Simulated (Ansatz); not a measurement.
Cartesian coordinates in Å:
```
B 1.712 0.406 -0.926
Si 0.160 -0.152 0.105
C -0.635 -1.833 -0.055
C -0.653 0.876 1.436
S -0.065 0.913 -1.885
H 2.217 -0.419 -1.634
H 2.313 1.404 -0.651
H -0.362 -2.449 0.808
H -1.724 -1.768 -0.092
H -0.279 -2.342 -0.952
H -1.739 0.913 1.322
H -0.259 1.894 1.440
H -0.436 0.434 2.414
H -0.249 2.123 -1.330
```

Charge 0, multiplicity 1.

**Question.** List the B3LYP/def2-TZVPP orbital energies in eV (the Gaussian-basis code of Ansatz). (Best estimate.)

**Answer.** The calculation gave: Occupied: -2418.33, -1798.95, -276.70, -276.62, -216.34, -182.60, -160.88, -160.78, -160.73, -143.48, -98.90, -98.76, -98.71, -20.75, -19.52, -19.03, -14.29, -12.22, -11.78, -11.64, -11.51, -11.21, -10.96, -9.46, -8.97, -8.55, -7.95, -6.59. Lowest empty: -0.34, 0.04, 0.68, 0.89, 1.26, 1.81, 2.21, 2.24.

B3LYP here is the variant with VWN-RPA as its local correlation; programs differ in this.
